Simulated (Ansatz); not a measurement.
Geometry optimisation, Ansatz, RKS BLYP-D4/def2-SVP.

Input:

```yaml
crystal:
  periodic: [false, false, false]
  atoms:
    - { symbol: B, position_ang: [0.0, 0.0, 0.0] }
    - { symbol: C, position_ang: [0.0, 0.0, 1.95] }
    - { symbol: H, position_ang: [-0.9996, -0.3092, 2.3205] }
    - { symbol: H, position_ang: [0.7676, -0.7111, 2.3205] }
    - { symbol: H, position_ang: [0.232, 1.0203, 2.3205] }
    - { symbol: F, position_ang: [1.1431, 0.0, -0.66] }
    - { symbol: F, position_ang: [-1.1431, 0.0, -0.66] }
    - { symbol: "N", position_ang: [-0.2369, -1.7396, 0.5833] }
    - { symbol: H, position_ang: [-0.6522, -2.4652, -0.0683] }
    - { symbol: H, position_ang: [0.0425, -2.0107, 1.5692] }
    - { symbol: H, position_ang: [-0.1566, -1.1499, 1.6165] }
basis:
  gaussian: { orbitals: def2-SVP }
hamiltonian:
  xc: blyp
  dispersion: d4
relax:
  f_tol: 0.15
  max_steps: 25
  restrain:
    - { distance: [0, 7], at: 2.75, k: 30.0 }
    - { distance: [10, 1], at: 2.31, k: 30.0 }
    - { distance: [0, 1], at: 1.6, k: 30.0 }
    - { distance: [10, 7], at: 1.06, k: 30.0 }
```

Launched with:

```bash
$ ansatz run input.yaml --threads 2 --pin off --max-ram 3072MiB --backend cpu --events-out ev --progress --plain --runs-dir out
```

Problem. Where does it end, and by what steps?

Solution. The run converged. The restraints hold the end off the free minimum. After 12 steps the energy has fallen by 6.758 eV (the restraints' own energy left out); H10 moved furthest, 1.28 Å. Parted: C2–H11 (1.21 → 2.32 Å).

```json
{"step": "0", "energy less start (eV)": "0.0000", "largest force component (eV/Å)": "5.978", "accepted": "yes"}
{"step": "1", "energy less start (eV)": "-1.0906", "largest force component (eV/Å)": "6.796", "accepted": "yes"}
{"step": "2", "energy less start (eV)": "-1.5612", "largest force component (eV/Å)": "6.865", "accepted": "yes"}
{"step": "3", "energy less start (eV)": "-2.9611", "largest force component (eV/Å)": "5.351", "accepted": "yes"}
{"step": "4", "energy less start (eV)": "-4.4289", "largest force component (eV/Å)": "4.067", "accepted": "yes"}
{"step": "5", "energy less start (eV)": "-5.0949", "largest force component (eV/Å)": "8.600", "accepted": "yes"}
{"step": "6", "energy less start (eV)": "-6.2892", "largest force component (eV/Å)": "2.611", "accepted": "yes"}
{"step": "7", "energy less start (eV)": "-6.6493", "largest force component (eV/Å)": "1.157", "accepted": "yes"}
{"step": "8", "energy less start (eV)": "-6.6686", "largest force component (eV/Å)": "0.787", "accepted": "yes"}
{"step": "9", "energy less start (eV)": "-6.6919", "largest force component (eV/Å)": "0.873", "accepted": "yes"}
{"step": "10", "energy less start (eV)": "-6.7310", "largest force component (eV/Å)": "0.732", "accepted": "yes"}
{"step": "11", "energy less start (eV)": "-6.7552", "largest force component (eV/Å)": "0.572", "accepted": "yes"}
{"step": "12", "energy less start (eV)": "-6.7584", "largest force component (eV/Å)": "0.558", "accepted": "yes"}
```

```xyz
11
Properties=species:S:1:pos:R:3
B 0.122 0.317 0.218
C 0.002 0.387 1.802
H -0.991 0.067 2.173
H 0.797 -0.204 2.295
H 0.141 1.440 2.137
F 1.310 0.380 -0.395
F -0.958 0.389 -0.572
N -0.249 -2.353 0.702
H -1.092 -2.846 0.376
H 0.432 -3.077 0.971
H -0.516 -1.865 1.584
```

Run time: 29 s on 2 threads of Arm Neoverse V1, on a shared host, peak memory 0.15 GiB.
